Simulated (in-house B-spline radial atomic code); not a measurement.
Ionising Ni4+ with different functionals

Computed with a radial B-spline atomic code at the basis-set limit: non-relativistic Hamiltonian, point nucleus, spin-polarised at highest spin, spherical fractional occupations for the functionals, the average over the highest-spin determinants for Hartree-Fock. The ionisation energy is the difference of two self-consistent energies, [Ar] 3d6 → [Ar] 3d5, without Breit or QED terms; ε is the level of the shell that loses the electron (its least bound occupied spin orbital).

Hybrids are left out here: with spherical fractional occupations of an open shell their exact exchange keeps a self-interaction that integer-occupation calculations don't have.

```
           method          rung  ΔSCF (eV)  -ε(3d) (eV)
     Hartree-Fock  Hartree-Fock      74.19        76.87
         LDA VWN5           LDA      77.39        66.27
         LDA PW92           LDA      77.38        66.26
LDA exchange-only           LDA      74.99        63.99
              PBE           GGA      76.91        65.81
           PBEsol           GGA      76.87        65.77
             BLYP           GGA      76.94        65.82
             RPBE           GGA      76.77        65.68
             PW91           GGA      77.09        65.98
             BP86           GGA      77.06        65.94
             AM05           GGA      76.90        65.80
             OLYP           GGA      76.88        65.80
             TPSS      meta-GGA      76.58        65.53
             SCAN      meta-GGA      75.58        64.78
           r2SCAN      meta-GGA      75.67        64.87
            M06-L      meta-GGA      75.57        64.64
          revTPSS      meta-GGA      76.27        65.27
```

Task: How do they compare with the NIST value?

Result: NIST lists 76.06 eV ± 0.06 (semi-empirical, ground level to ground level). Errors run from -1.87 to +1.33 eV; revTPSS is closest (+0.21 eV), but part of that can be cancellation, since the calculations leave out relativity, Breit-QED terms, multiplet and fine-structure energies. Hartree-Fock also lacks correlation.
